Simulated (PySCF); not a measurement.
Species: C₆H₁₁P.
SMILES with atom numbers: `[CH3:1][C:2]1=[CH:3][CH2:4][P:5]([CH3:6])[CH2:7]1` (hydrogens: H8, H9, H10 on C1; H11 on C3; H12, H13 on C4; H14, H15, H16 on C6; H17, H18 on C7)

Structure used (GFN2-xTB), in Å, numbered top down from 1:
```xyz
18
C6H11P angstrom
C      2.3201   -0.4935   -0.3197
C      0.9867    0.1444   -0.1103
C      0.2989    0.8324   -1.0089
C     -1.0107    1.4085   -0.5694
P     -1.4311    0.5685    1.0476
C     -2.0649   -1.0178    0.3266
C      0.3493    0.0391    1.2478
H      3.0439   -0.0962    0.3917
H      2.6825   -0.3111   -1.3281
H      2.2548   -1.5697   -0.1582
H      0.6421    1.0147   -2.0161
H     -0.9213    2.4881   -0.4084
H     -1.8090    1.2521   -1.2994
H     -2.1439   -1.7614    1.1178
H     -3.0587   -0.8463   -0.0832
H     -1.4030   -1.3835   -0.4570
H      0.4040   -0.9708    1.6619
H      0.8515    0.7088    1.9537
```

The calculation used TDDFT B3LYP/def2-SVPD, vertical, gas phase, core orbitals frozen in the response in PySCF 2.14.0, density-fitted response routines.

Transition dipole moments from the ground state, in atomic units and in the frame of the coordinates above (overall signs are arbitrary), for the states with f of 0.002 or more among the lowest 8:

```json
{"state": "S1", "E (eV)": "5.577", "μx": "0.075", "μy": "-0.102", "μz": "0.072"}
{"state": "S3", "E (eV)": "6.130", "μx": "-0.030", "μy": "0.157", "μz": "-0.032"}
{"state": "S4", "E (eV)": "6.272", "μx": "0.201", "μy": "0.115", "μz": "0.038"}
{"state": "S5", "E (eV)": "6.341", "μx": "0.475", "μy": "0.453", "μz": "0.141"}
{"state": "S6", "E (eV)": "6.494", "μx": "-0.390", "μy": "0.426", "μz": "-0.311"}
{"state": "S7", "E (eV)": "6.669", "μx": "-0.090", "μy": "0.166", "μz": "-0.088"}
{"state": "S8", "E (eV)": "6.764", "μx": "0.454", "μy": "-0.333", "μz": "0.010"}
```

Problem. What oscillator strength does each state have?

Solution. f = (2/3) ΔE |μ|² with ΔE in hartree (27.2114 eV).

| state | \|μ\|² (au) | \|μ\| (D) | f |
| --- | --- | --- | --- |
| S1 | 0.021 | 0.37 | 0.003 |
| S3 | 0.027 | 0.41 | 0.004 |
| S4 | 0.055 | 0.60 | 0.008 |
| S5 | 0.451 | 1.71 | 0.070 |
| S6 | 0.431 | 1.67 | 0.069 |
| S7 | 0.043 | 0.53 | 0.007 |
| S8 | 0.317 | 1.43 | 0.053 |

Problem. Which bond between heavy atoms lies closest to the direction of the S5 transition dipole?

Solution. P5–C6, at 26° from it; next P5–C7 at 60°.

Problem. What angle do the transition dipoles of S5 and S6 make?

Solution. |cos θ| = |μa·μb| / (|μa| |μb|) = 0.08, so θ ≈ 85° (taken between 0 and 90°, since the signs are arbitrary).

The run took 46 s of wall time (with the writing of density and orbital grids) on an Intel Xeon 6975P-C with one thread, no GPU, shared host with 32 logical CPUs at a one-minute load of 22, and the process peaked at 0.88 GiB of memory.

One conformer stands for the species.
